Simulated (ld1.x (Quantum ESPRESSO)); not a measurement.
# phosphorus (P): TM semilocal pseudisation with PBEsol, scalar-relativistic reference atom.

The input file (ld1.x (Quantum ESPRESSO) 7.5):

```
&input
   title='P', zed=15., rel=1, dft='PBESOL', iswitch=3,
   config='[Ne] 3s2 3p3',
   nld=2, rlderiv=2.15, eminld=-3.0, emaxld=5.0, deld=0.02
 /
 &inputp
   pseudotype=1, tm=.true., lloc=0,
   nlcc=.true., new_core_ps=.true., rcore=1.10,
   file_pseudopw='P.pp', file_wfcaegen='ae.wfc', file_wfcncgen='nc.wfc'
 /
2
3P  2  1   3.00   0.00  1.95  1.95  0.0
3S  1  0   2.00   0.00  1.60  1.60  0.0
 &test
   configts(1)='3s2 3p3'
 /
```

Command:

```bash
ld1.x < P.in > P.out
```

The program printed (shortened: banner, matrices, multipoles, cross overlaps and the repeated all-electron block are left out):

```
Program LD1 v.7.5
     --------------------------- All-electron run ----------------------------

     P
     scalar relativistic calculation

     atomic number is 15.00
     dft =PBESOL   lsd =0 sic =0 latt =0  beta=0.20 tr2=1.0E-14
     Exchange-correlation= PBESOL
                           (   1   4  10   8   0   0   0)
     mesh =1147 r(mesh) = 101.18493 a.u. xmin = -7.00 dx = 0.01250
     1 Ry =  13.60569312 eV, c = 137.03599908

     n l     nl                  e(Ry)          e(Ha)          e(eV)
     1 0     1S 1( 2.00)      -152.8972       -76.4486     -2080.2726
     2 0     2S 1( 2.00)       -12.7571        -6.3785      -173.5690
     2 1     2P 1( 6.00)        -9.1382        -4.5691      -124.3309
     3 0     3S 1( 2.00)        -1.0229        -0.5114       -13.9170
     3 1     3P 1( 3.00)        -0.4027        -0.2014        -5.4796

     final scf error:  1.2E-15 reached in  22 iterations

     Etot =    -682.627528 Ry,    -341.313764 Ha,   -9287.620662 eV

     Ekin =     684.620664 Ry,     342.310332 Ha,    9314.738661 eV
     Encl =   -1629.358797 Ry,    -814.679399 Ha,  -22168.555779 eV
     Eh   =     306.879675 Ry,     153.439837 Ha,    4175.310678 eV
     Exc  =     -44.769070 Ry,     -22.384535 Ha,    -609.114222 eV

     normalization and overlap integrals

     s(1S/1S) =  1.000000  <r> =   0.1037  <r2> =    0.0145  r(max) =   0.0675
     s(2S/2S) =  1.000000  <r> =   0.5205  <r2> =    0.3231  r(max) =   0.4187
     s(2P/2P) =  1.000000  <r> =   0.4857  <r2> =    0.2962  r(max) =   0.3559
     s(3S/3S) =  1.000000  <r> =   1.8976  <r2> =    4.1944  r(max) =   1.5753
     s(3P/3P) =  1.000000  <r> =   2.3706  <r2> =    6.7667  r(max) =   1.8302

     ------------------------ End of All-electron run ------------------------

     --------------------- Generating NC pseudopotential ---------------------

      Generating local pot.: lloc=0, matching radius rcloc =   1.6000

      Computing core charge for nlcc:

       r > 1.11 : true rho core
      Core charge pseudized with two Bessel functions
      Integrated core pseudo-charge :   3.30

      Wfc   3P  rcut= 1.948  Using Troullier-Martins method

     ------------------- End of pseudopotential generation -------------------

     Computing logarithmic derivative in   2.13981
     Computing logarithmic derivative in   2.13981
     Computing the partial wave expansion
       no projector for channel:   0
     R is outside the sphere for l=    1 j= 0.00

     ---------------------- Testing the pseudopotential ----------------------

     P
     scalar relativistic calculation

     atomic number is 15.00   valence charge is  5.00
     dft =PBESOL   lsd =0 sic =0 latt =0  beta=0.20 tr2=1.0E-14
     mesh =1147 r(mesh) = 101.18493 xmin = -7.00 dx = 0.01250

     n l     nl             e AE (Ry)        e PS (Ry)    De AE-PS (Ry)
     1 0     3S   1( 2.00)       -1.02288       -1.02289        0.00001
     2 1     3P   1( 3.00)       -0.40274       -0.40275        0.00000

     eps = 4.0E-16  iter = 11

     Etot =    -682.627528 Ry,    -341.313764 Ha,   -9287.620662 eV
     Etotps =   -18.172805 Ry,      -9.086402 Ha,    -247.253602 eV

     Ekin =       4.178342 Ry,       2.089171 Ha,      56.849244 eV
     Encl =     -24.202134 Ry,     -12.101067 Ha,    -329.286815 eV
     Ehrt =      10.398848 Ry,       5.199424 Ha,     141.483529 eV
     Ecxc =      -8.547860 Ry,      -4.273930 Ha,    -116.299560 eV
     (Ecc =      -5.322483 Ry,      -2.661241 Ha,     -72.416066 eV)

     ---------------------- End of pseudopotential test ----------------------
```

Generation and configuration tests took about 0.62 s on one core of a shared server CPU.
